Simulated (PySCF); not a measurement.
How methods differ on the ionisation energy of Nd⁴⁵⁺

Nd⁴⁵⁺ [Ne] 3s2 3p3 (4S) → Nd⁴⁶⁺ [Ne] 3s2 3p2 (3P), as a difference of total energies. Calculation: PySCF 2.14, in an uncontracted even-tempered set (16 s from 9.6 bohr⁻², ratio 2.5; 10 p from 12 bohr⁻², ratio 2.5; 4 d from 50 bohr⁻², ratio 2.7; 4 f from 74 bohr⁻², ratio 2.7); the non-relativistic Hamiltonian (point nucleus). Correlated levels: outer shells: 1s2 frozen; virtual orbitals above 40 to 60 times the deepest correlated orbital energy dropped. The calculations carry no spin-orbit coupling.

| method | ionisation energy (eV) |
| --- | --- |
| UHF | 3640.2 |
| MP2 (outer shells) | 3640.3 |
| SCS-MP2 (outer shells) | 3640.0 |
| CCSD (outer shells) | 3639.8 |
| CCSD(T) (outer shells) | 3639.8 |

Spin-orbit coupling is strong in these open shells (close to jj coupling). The scalar numbers leave it out and a first-order estimate fails, so it can dominate the gap to the real levels.

The ground level that NIST lists for one species does not belong to the high-spin term computed here, so part of any gap is the choice of state.

The gap to the reference is mostly relativistic.

For comparison: 3662 ± 4 eV (theoretical estimate listed by NIST; NIST Atomic Spectra Database, ionization energies).
